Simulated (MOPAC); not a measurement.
Input for MOPAC: AM1 on BH5OSi (SMILES BO[SiH3]), a point of a bond scan (R = 1.182 Å).

```
AM1 1SCF PRECISE CHARGE=0 THREADS=1
BH5OSi

B     -0.35530603 1     0.16770934 1     1.74610802 1
H     -1.12197553 1     0.72282709 1     2.47443685 1
H      0.51570290 1    -0.54223566 1     2.16560005 1
O     -0.48933143 1     0.35730853 1     0.41765439 1
Si     0.33065961 1    -0.20123129 1    -0.91475675 1
H      0.75624588 1     0.73433357 1    -1.49754752 1
H     -0.62978211 1    -0.93425439 1    -1.76420217 1
H      1.43535929 1    -1.09433874 1    -0.49777027 1
```

The log:

```
*******************************************************************************
 **                                                                           **
 **                              MOPAC v23.2.5                                **
 **                                                                           **
 *******************************************************************************
 ** MOPAC's Digital Object Identifier: https://doi.org/10.5281/zenodo.6511958 **
 **                                                                           **
 ** Please cite the open-source release paper for use of this MOPAC version:  **
 ** J. E. Moussa and J. J. P. Stewart (2026)                                  **
 ** MOPAC: An open-source semiempirical molecular orbital program             **
 ** J. Open Source Softw., 11(119), 8025, https://doi.org/10.21105/joss.08025 **
 *******************************************************************************

                              AM1 CALCULATION RESULTS

 *******************************************************************************
 *  AM1        - The AM1 Hamiltonian to be used
 *
 *
 *
 *                 CHARGE ON SYSTEM = 0
 *
 *
 *
 *  PRECISE    - TIGHTER CRITERIA TO BE USED
 *  1SCF       - DO 1 SCF AND THEN STOP
 *  THREADS=1  - MULTI-THREADING NOT USED
 *  T=         - A TIME OF 172800.0 SECONDS REQUESTED
 *  DUMP=N     - RESTART FILE WRITTEN EVERY 7200.0 SECONDS REQUESTED
 *******************************************************************************
AM1 1SCF PRECISE CHARGE=0 THREADS=1
 BH5OSi

   ATOM   CHEMICAL          X               Y               Z
  NUMBER   SYMBOL      (ANGSTROMS)     (ANGSTROMS)     (ANGSTROMS)

     1       B         -0.35530603  *   0.16770934  *   1.74610802  *
     2       H         -1.12197553  *   0.72282709  *   2.47443685  *
     3       H          0.51570290  *  -0.54223566  *   2.16560005  *
     4       O         -0.48933143  *   0.35730853  *   0.41765439  *
     5      Si          0.33065961  *  -0.20123129  *  -0.91475675  *
     6       H          0.75624588  *   0.73433357  *  -1.49754752  *
     7       H         -0.62978211  *  -0.93425439  *  -1.76420217  *
     8       H          1.43535929  *  -1.09433874  *  -0.49777027  *



          CARTESIAN COORDINATES

    NO.       ATOM           X           Y           Z

     1         B         -0.3553      0.1677      1.7461
     2         H         -1.1220      0.7228      2.4744
     3         H          0.5157     -0.5422      2.1656
     4         O         -0.4893      0.3573      0.4177
     5        Si          0.3307     -0.2012     -0.9148
     6         H          0.7562      0.7343     -1.4975
     7         H         -0.6298     -0.9343     -1.7642
     8         H          1.4354     -1.0943     -0.4978

  H: (AM1): M.J.S. DEWAR ET AL, J. AM. CHEM. SOC. 107 3902-3909 (1985)
  B: (AM1): M.J.S. DEWAR ET AL, ORGANOMETALLICS, 7, 513-521 (1988)
  O: (AM1): M.J.S. DEWAR ET AL, J. AM. CHEM. SOC. 107 3902-3909 (1985)
 Si: (AM1): M.J.S.DEWAR, C. JIE, ORGANOMETALLICS, 6, 1486-1490 (1987).

           Empirical Formula: H5 O B Si  =     8 atoms



      MOLECULAR POINT GROUP   :   C1


      RHF CALCULATION, NO. OF DOUBLY OCCUPIED LEVELS = 9


 -------------------------------------------------------------------------------
 AM1 1SCF PRECISE CHARGE=0 THREADS=1
 BH5OSi



     1SCF WAS SPECIFIED, SO BFGS WAS NOT USED
     SCF FIELD WAS ACHIEVED


                              AM1 CALCULATION
                                                       MOPAC v23.2.5 Linux




          FINAL HEAT OF FORMATION =        -50.55366 KCAL/MOL =    -211.51652 KJ/MOL


          COSMO AREA              =        108.78 SQUARE ANGSTROMS
          COSMO VOLUME            =         95.94 CUBIC ANGSTROMS

          IONIZATION POTENTIAL    =         10.438904 EV
          HOMO LUMO ENERGIES (EV) =        -10.439  0.974
          NO. OF FILLED LEVELS    =          9
          MOLECULAR WEIGHT        =         59.9344         POINT GROUP:  C1

          MOLECULAR DIMENSIONS (Angstroms)

            Atom       Atom       Distance
            H     7    H     2     4.57758
            H     3    H     6     2.52393
            H     8    H     2     2.15391


          SCF CALCULATIONS        =          1





   ATOM   CHEMICAL          X               Y               Z
  NUMBER   SYMBOL      (ANGSTROMS)     (ANGSTROMS)     (ANGSTROMS)

     1       B         -0.35530603  *   0.16770934  *   1.74610802  *
     2       H         -1.12197553  *   0.72282709  *   2.47443685  *
     3       H          0.51570290  *  -0.54223566  *   2.16560005  *
     4       O         -0.48933143  *   0.35730853  *   0.41765439  *
     5      Si          0.33065961  *  -0.20123129  *  -0.91475675  *
     6       H          0.75624588  *   0.73433357  *  -1.49754752  *
     7       H         -0.62978211  *  -0.93425439  *  -1.76420217  *
     8       H          1.43535929  *  -1.09433874  *  -0.49777027  *

                             CARTESIAN COORDINATES

   1    B       -0.355306030     0.167709340     1.746108020
   2    H       -1.121975530     0.722827090     2.474436850
   3    H        0.515702900    -0.542235660     2.165600050
   4    O       -0.489331430     0.357308530     0.417654390
   5   Si        0.330659610    -0.201231290    -0.914756750
   6    H        0.756245880     0.734333570    -1.497547520
   7    H       -0.629782110    -0.934254390    -1.764202170
   8    H        1.435359290    -1.094338740    -0.497770270


           Empirical Formula: H5 O B Si  =     8 atoms



      MOLECULAR POINT GROUP   :   C1


                  EIGENVALUES
 -37.24918 -22.17071 -17.61951 -15.42297 -15.09572 -14.79081 -12.04201 -11.66709
 -10.43890   0.97426   1.57535   1.69545   2.09740   2.76346   3.21373   6.09739
   7.26330


              NET ATOMIC CHARGES AND DIPOLE CONTRIBUTIONS

  ATOM NO.   TYPE          CHARGE      No. of ELECS.   s-Pop       p-Pop
    1          B           0.249562        2.7504     1.22585     1.52459
    2          H          -0.022550        1.0225     1.02255
    3          H          -0.078722        1.0787     1.07872
    4          O          -0.587349        6.5873     1.80256     4.78479
    5         Si           1.250246        2.7498     0.77919     1.97056
    6          H          -0.317269        1.3173     1.31727
    7          H          -0.237899        1.2379     1.23790
    8          H          -0.256019        1.2560     1.25602
 DIPOLE           X         Y         Z       TOTAL
 POINT-CHG.     0.669    -0.594    -0.755     1.171
 HYBRID         0.064     0.227     0.065     0.245
 SUM            0.733    -0.368    -0.690     1.071


          ATOMIC ORBITAL ELECTRON POPULATIONS

     Atom    s        px        py        pz
    1  B   1.22585   0.52332   0.39678   0.60449
    2  H   1.02255
    3  H   1.07872
    4  O   1.80256   1.72595   1.73809   1.32075
    5 Si   0.77919   0.67815   0.69997   0.59244
    6  H   1.31727
    7  H   1.23790
    8  H   1.25602

 **********************
 *                    *
 * JOB ENDED NORMALLY *
 *                    *
 **********************




 == MOPAC DONE ==
```

The run finished.

Cost: very roughly 0.03 core-seconds.
